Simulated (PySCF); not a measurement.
Isomers of C6H7Cl, one GFN2-xTB conformer each. Single-point energies are computed at PBE0/pcSseg-1 (PySCF, gas phase, no added dispersion term), electronic only.

| SMILES | GFN2-xTB relative energy (kJ/mol) |
| --- | --- |
| C=CC(=C)/C=C/Cl | 118.3 |
| C#CCC(=C)CCl | 156.8 |
| Cl[C@@H]1[C@@H]2C=CC[C@H]12 | 0.0 |
| C=C/C=C\C(=C)Cl | 111.4 |
| CC#C/C(C)=C/Cl | 95.6 |
| Cl/C=C/CC1=CC1 | 216.0 |

Conformers: `[CH2:1]=[CH:2][C:3](=[CH2:4])/[CH:5]=[CH:6]/[Cl:7]` with C1–C2–C3–C4 -148°, C2–C3–C5–C6 27°; `[CH:1]#[C:2][CH2:3][C:4](=[CH2:5])[CH2:6][Cl:7]` with C2–C3–C4–C5 109°, C3–C4–C6–Cl7 -73°; `[CH2:1]=[CH:2]/[CH:3]=[CH:4]\[C:5](=[CH2:6])[Cl:7]` with C1–C2–C3–C4 180°, C3–C4–C5–C6 180°; `[Cl:1]/[CH:2]=[CH:3]/[CH2:4][C:5]1=[CH:6][CH2:7]1` with C2–C3–C4–C5 118°, C3–C4–C5–C6 -2°.

Question: What does PBE0/pcSseg-1 give for the same structures?

Answer: 
```csv
SMILES,PBE0/pcSseg-1 E (Eh),PBE0/pcSseg-1 (kJ/mol),GFN2-xTB (kJ/mol),point group
Cl[C@@H]1[C@@H]2C=CC[C@H]12,-692.51934,0.0,0.0,–
C=C/C=C\C(=C)Cl,-692.50018,50.3,111.4,Cs
C=CC(=C)/C=C/Cl,-692.49670,59.4,118.3,C1
CC#C/C(C)=C/Cl,-692.48954,78.2,95.6,near Cs
C#CCC(=C)CCl,-692.47050,128.3,156.8,C1
Cl/C=C/CC1=CC1,-692.45039,181.0,216.0,C1
```

Both levels put the same isomer lowest; measured from each level's own lowest isomer, the values differ by up to 61.1 kJ/mol (C=C/C=C\C(=C)Cl: 111.4 against 50.3). Neighbours under 10 kJ/mol apart (C=C/C=C\C(=C)Cl and C=CC(=C)/C=C/Cl) can change places with a better method, another conformer or zero-point energy.

Question: Which frontier levels, dipoles and rotational constants go with these structures?

Answer: 
```json
{"SMILES": "Cl[C@@H]1[C@@H]2C=CC[C@H]12", "HOMO (eV, PBE0/pcSseg-1)": "-6.90", "LUMO (eV)": "0.25", "dipole (D)": "1.90", "A, B, C (MHz)": "3681, 2055, 1952"}
{"SMILES": "C=C/C=C\\C(=C)Cl", "HOMO (eV, PBE0/pcSseg-1)": "-6.49", "LUMO (eV)": "-1.69", "dipole (D)": "1.36", "A, B, C (MHz)": "4163, 1336, 1011"}
{"SMILES": "C=CC(=C)/C=C/Cl", "HOMO (eV, PBE0/pcSseg-1)": "-6.61", "LUMO (eV)": "-1.22", "dipole (D)": "1.56", "A, B, C (MHz)": "4077, 1137, 907.0"}
{"SMILES": "CC#C/C(C)=C/Cl", "HOMO (eV, PBE0/pcSseg-1)": "-6.57", "LUMO (eV)": "-0.66", "dipole (D)": "2.27", "A, B, C (MHz)": "6544, 840.9, 752.1"}
{"SMILES": "C#CCC(=C)CCl", "HOMO (eV, PBE0/pcSseg-1)": "-7.78", "LUMO (eV)": "-0.57", "dipole (D)": "1.76", "A, B, C (MHz)": "3249, 1339, 1089"}
{"SMILES": "Cl/C=C/CC1=CC1", "HOMO (eV, PBE0/pcSseg-1)": "-7.09", "LUMO (eV)": "-0.10", "dipole (D)": "1.28", "A, B, C (MHz)": "8299, 770.7, 729.0"}
```
